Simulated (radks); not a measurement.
Valence configurations of W3+ (all share [Xe]). All-electron calculation, Dirac Kohn-Sham, PBE, spin-unpolarised, spherical densities, finite nucleus; open shells fill j = l - 1/2 first; Fermi nuclear charge, rms radius 5.3658 fm. Program: a radial shooting solver on a logarithmic mesh with Libxc functionals. Order these by energy: 4f11 5d4 6p2; 4f14 5d2 6s1; 4f12 5d3 6p2; 4f13 5d3 6p1; 4f14 5d3; 4f11.5 5d3.5 6p2; 4f13.5 5d2.5 6p1; 4f14 5d2 6p1; 4f14 5d1 6p2; 4f12 5d4 6p1.

Answer. From the lowest, in eV above it: 4f14 5d3 0.000; 4f14 5d2 6s1 3.764; 4f14 5d2 6p1 10.464; 4f14 5d1 6p2 22.592; 4f13.5 5d2.5 6p1 26.743; 4f13 5d3 6p1 44.913; 4f12 5d4 6p1 87.179; 4f12 5d3 6p2 102.42; 4f11.5 5d3.5 6p2 127.42; 4f11 5d4 6p2 154.55. NIST lists [Xe] 4f14 5d3 as the ground configuration; this level of theory agrees among the configurations tried. The energies are those of spherical spin-averaged densities, not of single terms.
